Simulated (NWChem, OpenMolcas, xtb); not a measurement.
# How methods differ on InNH2Cl (SMILES [NH2][In][Cl])

The species is InNH2Cl (5 atoms), meant as a doublet with charge 0. As SMILES, `[NH2][In][Cl]`. The shape is that of a PBE0-D4/def2-TZVP optimisation. This is one conformer, not always the lowest.

```xyz
5

N    -0.1426    0.8086   -0.4939
In   -0.4116   -1.2178   -0.1533
Cl    1.3915   -2.2115    1.0187
H    -0.9997    1.2838   -0.7567
H     0.2123    1.2632    0.3438
```

Quantity: the energy change with the In2–Cl3 bond stretched from 2.369 to 3.553 Å, in eV. The values are calculated.

```tsv
level	kind	program	value (eV)	less CCSD(T)/def2-SVP	CPU time (all runs)
GFN0-xTB	semi-empirical	xtb	0.16	-1.80	under 2 s
UHF/def2-SVP (core potential)	Hartree–Fock	OpenMolcas	1.84	-0.12	13 s
USVWN5/def2-SVP (core potential)	LDA	OpenMolcas	1.78	-0.18	38 s
UPBE/def2-SVP (core potential)	GGA	OpenMolcas	1.48	-0.48	58 s
U-r2SCAN/def2-SVP (core potential)	meta-GGA	OpenMolcas	1.70	-0.26	88 s
UTPSS/def2-SVP (core potential)	meta-GGA	OpenMolcas	1.55	-0.41	90 s
UB3LYP/def2-SVP (core potential)	global hybrid	OpenMolcas	1.50	-0.46	69 s
UMP2/def2-SVP (core potential)	perturbation theory	NWChem	2.22	+0.26	1.9 min
ROCCSD(T)/def2-SVP (core potential)	coupled cluster or CI	OpenMolcas	1.96	0.00	95 s
```

ROCCSD(T)/def2-SVP (core potential) is the highest level here, not the true value. The first shape isn't each level's own minimum. The values span 0.16 to 2.22 eV. Spin contamination of the reference (⟨S²⟩ at least 0.1 too high) touches UHF/def2-SVP, UMP2/def2-SVP. In the correlated wave-function rows the outer d shell of In is correlated, in sets not made for it. Times are those of the runs behind each value, whatever else they computed, on shared processors of several kinds: orders of magnitude only.
